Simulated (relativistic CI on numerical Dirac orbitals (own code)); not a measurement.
**Cr⁺ in a cubic cluster: L2,3 absorption with charge transfer**

Computed with a charge-transfer multiplet model of a cubic metal-ligand cluster with up to 3 ligand holes, Slater and spin-orbit integrals from Dirac-Coulomb-Breit ions, Slater integrals scaled by 0.8. The ground state mixes d5 with configurations of k ligand holes L, whose averages lie at kΔ + k(k − 1)U_dd/2; a core hole lowers each added d electron by U_cd. 20 K, Lorentzian 0.4 eV and Gaussian 0.3 eV FWHM.

Atomic integrals in eV (Slater integrals scaled, ζ unscaled), ground: F2dd 6.636, F4dd 4.082, zeta_d 0.022; with the core hole: F2dd 7.386, F4dd 4.554, zeta_d 0.034, zeta_core 5.628, F2cd 4.152, G1cd 2.980, G3cd 1.690.

Cluster parameters (eV): U_dd = 5.7, U_cd = 6.6, 10Dq = 0.9, 10Dq(ligand) = 0.8, V(eg) = 2.55, V(t2g) = -1.39, final-state hopping factor = 1.

| Case | n_d | d5 | d6L | d7L2 | d8L3 | S |
| --- | --- | --- | --- | --- | --- | --- |
| Δ = 5.1 eV | 5.26 | 0.76 | 0.23 | 0.02 | 0.00 | 2.50 |
| Δ = 7.1 eV | 5.18 | 0.82 | 0.17 | 0.01 | 0.00 | 2.50 |
| Δ = 9.1 eV | 5.13 | 0.87 | 0.12 | 0.00 | 0.00 | 2.50 |

Weights, n_d and S are thermal averages at 20 K. Photon energies count from the first peak over 30 % of the highest in each spectrum, which can be another peak from case to case. The parameters are a model scan and need not match a compound or its usual spin state. Peaks in eV (height, largest 100):
- Δ = 5.1 eV: 0.0 (43), 1.4 (100), 9.0 (15), 10.5 (20)
- Δ = 7.1 eV: 0.0 (41), 1.4 (100), 9.0 (16), 10.5 (22)
- Δ = 9.1 eV: 0.0 (39), 1.3 (100), 8.9 (16), 10.3 (23), 11.1 (18)

For the case Δ = 7.1 eV, Δ = 7.1 eV is larger than U_dd = 5.7 eV, the Mott-Hubbard side of the Zaanen-Sawatzky-Allen scheme. With the core hole the configuration with one ligand hole lies at Δ + U_dd − U_cd = 4.2, 6.2, 8.2 eV from the one without, in the order of the table; where this is negative the screened configuration lies lower, though the effective hopping of about 4.2 eV (from the holes of the mixed ground state) mixes the two strongly wherever it is as large as the gap.
